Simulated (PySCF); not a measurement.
Compound: C5H13As.
Atom-mapped SMILES: `[CH3:1][C:2]([CH3:3])([CH3:4])[CH2:5][AsH2:6]` (hydrogens: H7, H8, H9 on C1; H10, H11, H12 on C3; H13, H14, H15 on C4; H16, H17 on C5; H18, H19 on As6)

Cartesian coordinates in Å at the PBE0-D3(BJ)/def2-SVP level; atoms count from 1:
```
atom  x, y, z in Å
C1    -0.2666   -1.2813   -1.0407
C2    -0.5395   -0.1549   -0.0412
C3    -0.9178   -0.7506    1.3169
C4    -1.7016    0.7015   -0.5543
C5     0.6947    0.7515    0.0952
As6    2.3556   -0.1666    0.6914
H7     0.5313   -1.9545   -0.6870
H8     0.0407   -0.8801   -2.0199
H9    -1.1682   -1.8947   -1.1949
H10   -0.1085   -1.3760    1.7255
H11   -1.8172   -1.3803    1.2303
H12   -1.1317    0.0425    2.0513
H13   -1.9208    1.5298    0.1381
H14   -2.6183    0.0990   -0.6589
H15   -1.4708    1.1373   -1.5394
H16    0.8947    1.2686   -0.8554
H17    0.4985    1.5300    0.8509
H18    3.1992    1.1044    0.6654
H19    2.8343   -0.5697   -0.7006
```

Computed, not measured: core-valence-separated Tamm–Dancoff BHandHLYP/aug-pcX-1 (pcseg-1 on H, def2-SVPD on As) in PySCF, non-relativistic, gas phase, PBE0-D3(BJ)/def2-SVP geometry. No empirical shift is added; at this level the pattern usually sits a few eV under experiment.

(1) Give energies, oscillator strengths and core holes at the C K edge.

Answers

(1) 
```json
{"E (eV)": "285.01", "f": "0.0393", "core hole on": "C5", "main final orbital": "LUMO+5 (37 %)"}
{"E (eV)": "285.24", "f": "0.0114", "core hole on": "C4", "main final orbital": "LUMO (61 %)"}
{"E (eV)": "285.31", "f": "0.0112", "core hole on": "C3", "main final orbital": "LUMO (44 %)"}
{"E (eV)": "285.34", "f": "0.0108", "core hole on": "C1", "main final orbital": "LUMO (46 %)"}
{"E (eV)": "285.71", "f": "0.0239", "core hole on": "C5", "main final orbital": "LUMO (45 %)"}
{"E (eV)": "285.98", "f": "0.0571", "core hole on": "C1/C3", "main final orbital": "spread (2 roots, f summed)"}
{"E (eV)": "286.04", "f": "0.0581", "core hole on": "C4", "main final orbital": "spread (2 roots, f summed)"}
{"E (eV)": "286.09", "f": "0.0304", "core hole on": "C1", "main final orbital": "spread"}
{"E (eV)": "286.15", "f": "0.0289", "core hole on": "C3", "main final orbital": "LUMO+1 (30 %)"}
{"E (eV)": "286.31", "f": "0.0297", "core hole on": "C5", "main final orbital": "LUMO+6 (39 %)"}
{"E (eV)": "286.52", "f": "0.0002", "core hole on": "C3", "main final orbital": "LUMO+3 (35 %)"}
{"E (eV)": "286.55", "f": "0.0004", "core hole on": "C1", "main final orbital": "LUMO+2 (40 %)"}
{"E (eV)": "286.63", "f": "0.0010", "core hole on": "C4", "main final orbital": "LUMO+1 (35 %)"}
{"E (eV)": "286.66", "f": "0.0013", "core hole on": "C5", "main final orbital": "LUMO+4 (66 %)"}
{"E (eV)": "286.69", "f": "0.0001", "core hole on": "C2", "main final orbital": "LUMO (90 %)"}
{"E (eV)": "286.83", "f": "0.0039", "core hole on": "C3", "main final orbital": "LUMO+4 (36 %)"}
{"E (eV)": "286.90", "f": "0.0055", "core hole on": "C1", "main final orbital": "LUMO+3 (34 %)"}
{"E (eV)": "286.98", "f": "0.0068", "core hole on": "C3", "main final orbital": "spread"}
{"E (eV)": "287.06", "f": "0.0111", "core hole on": "C1/C3/C4", "main final orbital": "spread (3 roots, f summed)"}
```

The first line with a tenth or more of the strongest one's intensity is at 285.01 eV (f = 0.039), with the hole on C5 (chain CH2 carbon). The strongest listed is at 286.04 eV (f = 0.058, sum of 2; C4).

Roots within 0.03 eV whose holes lie on the same, on equivalent or on shared atoms are summed into one line, and the highest roots are left out, as the search may have cut off their partners. Final orbitals are the ground state's empty Kohn–Sham orbitals.

Question: What length of transition dipole belongs to the line at 286.15 eV?

Answer: From f = (2/3) ΔE |μ|² in atomic units, with ΔE = 10.516 Eh and f = 0.0289: |μ| = 0.064 au = 0.16 D.

Only the lowest roots of each edge were sought. The BHandHLYP/aug-pcX-1 (pcseg-1 on H, def2-SVPD on As) calculation is non-relativistic and has no spin–orbit coupling, an omission that weighs most on arsenic.

One conformer stands for the species.
